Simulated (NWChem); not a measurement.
GaHSeF$_{2}$; SMILES [F][Ga]([F])[SeH]

```xyz
5

Ga    -0.0118     0.7598     0.0000
F     -1.4874     1.7175     0.0000
F      1.4857     1.6870     0.0000
Se    -0.0316    -1.5487     0.0000
H      1.4548    -1.5377     0.0000
```
Atoms are numbered in this order, from 1.

Computed with NWChem. Pople sets run with spherical d functions. Medium grid unless said otherwise, to which SCAN and Minnesota functionals are sensitive. All runs use the structure optimised with PBE-D3(BJ)/def2-SVP. Hybrids' shares of exact exchange are those that their runs print; pure functionals count as 0. The functionals differ in more than this share.

| row | share of exact exchange | highest occupied level (eV) |
|---|---|---|
| PBE/6-31G* | 0.00 | -6.82 |
| M06-L/6-31G* | 0.00 | -6.98 |
| TPSSh/6-31G* | 0.10 | withheld |
| B3LYP/6-31G* | 0.20 | -7.77 |
| B3PW91/6-31G* | 0.20 | -7.85 |
| BHandHLYP/6-31G* | 0.50 | -9.07 |

Problem. Fit a straight line of the last column on the one before it, predict the withheld value, and compare with the run.

Solution. 
1. Means of the 5 shown rows: x = 0.180, y = -7.698. Slope Σ(x − x̄)(y − ȳ)/Σ(x − x̄)² = -0.7308/0.1680 = -4.350; intercept -6.915.
2. The shown rows scatter about the line by 0.060 (root mean square); the largest residual is +0.09, at PBE/6-31G*.
3. At x = 0.10 (TPSSh/6-31G*; inside the shown range) the line gives -7.35.
4. The run gives -7.41, -0.06 from the line, 1.0 times the scatter.
